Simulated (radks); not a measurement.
Effect of the nuclear size on the krypton ion Kr+, [Ar] 3d10 4s2 4p5. All-electron calculation, Dirac Kohn-Sham, relativistic LDA (MacDonald-Vosko exchange, VWN5 correlation), spin-unpolarised, spherical densities, finite nucleus; open shells fill j = l - 1/2 first; Fermi nuclear charge, rms radius 4.1884 fm. Program: a radial shooting solver on a logarithmic mesh with Libxc functionals. The rms radius is varied about that value; shifts are against it.

| rms radius (fm) | total energy shift (eV) | density at nucleus (e/bohr^3) | 1s1/2 shift (meV) | 2s1/2 shift (meV) | 3p1/2 shift (meV) | 4s1/2 shift (meV) |
|---|---|---|---|---|---|---|
| 3.6816 | -0.141 | 4.942e+04 | -59.7 | -6.05 | 0.092 | -0.113 |
| 4.0041 | -0.0533 | 4.909e+04 | -22.5 | -2.28 | 0.035 | -0.043 |
| 4.1884 | 0 | 4.891e+04 | 0.000 | 0.000 | 0.000 | 0.000 |
| 4.5193 | 0.101 | 4.862e+04 | 42.8 | 4.34 | -0.066 | 0.081 |
| 5.2187 | 0.339 | 4.806e+04 | 143 | 14.5 | -0.220 | 0.271 |

Slopes of the eigenvalues against <r^2> in GHz/fm^2, as finite differences over the two radii next to the reference (eigenvalue slopes, not the field-shift constants of lines): 1s1/2 3600, 2s1/2 365, 3p1/2 -5.54, 4s1/2 6.81.
